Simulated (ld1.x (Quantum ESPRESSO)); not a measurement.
# What one change does to a pseudopotential (Mn (Z = 25), PAW)

```
Element                 : Mn
Generator               : ld1.x (Quantum ESPRESSO) 7.5
Type                    : PAW
Functional              : PBE
Relativity              : scalar-relativistic
Frozen core             : [Ar]
Valence charge          : 7
Reference configuration : 3d5 4s2 4p0
Partial waves           : 4s (bound): rcut 2.10, rcutus 2.65 bohr; 4s channel at 1.25 Ry: rcut 2.10, rcutus 2.65 bohr; 4p (bound, empty): rcut 2.10, rcutus 2.75 bohr; 4p channel at 5.25 Ry: rcut 2.10, rcutus 2.75 bohr; 3d (bound): rcut 0.95, rcutus 1.25 bohr; 3d channel at 2.15 Ry: rcut 0.95, rcutus 1.25 bohr
Local potential         : all-electron potential smoothed inside 2.50 bohr (lloc = -1)
Core correction         : Bessel-smoothed model core inside 0.55 bohr
Augmentation charge     : BESSEL, radius 1.00 bohr
```

Change: waves 4p (bound): rcut 2.10, rcutus 4.10 bohr; 4p channel at 5.25 Ry: rcut 2.10, rcutus 4.10 bohr.

Cutoffs: the cutoffs (Ry, on a coarse ladder) from which the occupation-weighted sum of valence levels, in a spherical-Bessel basis at the reference potential, stays within 10 and 1 mRy of its value at 400 Ry; they do not see the model core or the augmentation charge, which bear on the density cutoff. Errors are all-electron minus pseudo energies relative to the spin-unpolarised reference configuration.

How do hardness, ghosts and transferability respond?

The potential gets neither clearly harder nor softer (70 Ry and 110 Ry → 70 Ry and 110 Ry); a bound ghost appears in p, which as a rule spoils a file; of the 7 tests that both files solve, the error grows in 1 and shrinks in 0 by more than 15 % and 0.3 meV (median size 6.1 → 14.1 meV).

| quantity | base | changed |
| --- | --- | --- |
| cutoff, loose | 70 Ry | 70 Ry |
| cutoff, tight | 110 Ry | 110 Ry |
| bound ghosts | none | p |
| error for 3d5 4s1 4p0, meV [ΔE 8.42 eV] | -1.1 | -1.1 |
| error for 3d5 4s0 4p0, meV [ΔE 24.01 eV] | -6.1 | -6.1 |
| error for 3d4 4s0 4p0, meV [ΔE 56.53 eV] | -339 | -339 |
| error for 3d6 4s1 4p0, meV [ΔE -0.36 eV] | -70 | -70 |
| error for 3d5 4s1.5 4p0, meV [ΔE 3.36 eV] | -0.4 | -0.4 |
| error for 3d5 4s1 4p1, meV [ΔE 3.86 eV] | -0.1 | -14 |
| error for 3d5.5 4s1.5 4p0, meV [ΔE -0.48 eV] | -22 | -22 |
| lowest overlap eigenvalue by channel | s 0.43, p 0.36, d 1.00 | s 0.43, p 0.05, d 1.00 |

Changed file: These tests converged, but a pseudo level misses the all-electron one widely, so the file describes the atom poorly there or has found another state: 3d4 4s0 4p0: empty 4p by 3.9 eV (a node warning on the way). A true bound ghost makes a file unfit for plane-wave use even where its test errors are small: the radial tests pick states by their node count and pass the ghost by.
